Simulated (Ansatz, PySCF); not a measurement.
1,3-disilinane (C₄H₁₂Si₂), SMILES [SiH2]1CCC[SiH2]C1. Atoms are numbered in the order given.

```xyz
18

C      0.2754     1.8031     0.0000
C     -0.2911     1.1794     1.2895
Si     0.1622    -0.6400     1.5252
C     -0.3920    -1.5907     0.0000
Si     0.1622    -0.6400    -1.5252
C     -0.2911     1.1794    -1.2895
H      1.3766     1.7067     0.0000
H      0.0705     2.8876     0.0000
H      0.0627     1.7432     2.1699
H     -1.3930     1.2702     1.2945
H      1.6480    -0.7568     1.6656
H     -0.4658    -1.1721     2.7740
H     -0.0040    -2.6223     0.0000
H     -1.4948    -1.6485     0.0000
H     -0.4658    -1.1721    -2.7740
H      1.6480    -0.7568    -1.6656
H     -1.3930     1.2702    -1.2945
H      0.0627     1.7432    -2.1699
```

Geometry: ωB97X-D3(BJ)/def2-SVP. One conformer was computed; it need not be the lowest.

Vertical ionisation energy (IE) and electron affinity (EA) in eV. Rows of orbital energies are one-electron estimates. Where ΔSCF, EOM or ADC give a negative EA the extra electron is unbound and the value depends on the basis.

| level | IE | EA |
|---|---|---|
| −ε(HOMO), −ε(LUMO), B3LYP/def2-TZVP (PySCF) | ___ | ___ |
| −ε(HOMO), −ε(LUMO), PBE/def2-TZVP (PySCF) | 6.57 | 0.13 |
| ΔSCF, PBE0/def2-SVPD (Ansatz), final states of multiplicity 2 and 2 | 9.61 | -1.55 |
| ΔSCF, PBE/def2-SVPD (Ansatz), final states of multiplicity 2 and 2 | 9.20 | -1.32 |

### Question
Some entries are withheld; supply them. (The exact figures need the calculation; the answer reports its results.)

### Answer

- −ε(HOMO), −ε(LUMO), B3LYP/def2-TZVP (PySCF), IE: 7.63
- −ε(HOMO), −ε(LUMO), B3LYP/def2-TZVP (PySCF), EA: -0.45

### Question
What vertical singlet–triplet gap does ΔSCF give with PBE0/def2-SVPD (Ansatz, an electronic-structure program) and with PBE/def2-SVPD (Ansatz)? (The exact figures need the calculation; the answer reports its results.)

### Answer
6.96 and 6.32 eV (triplet above singlet where positive).
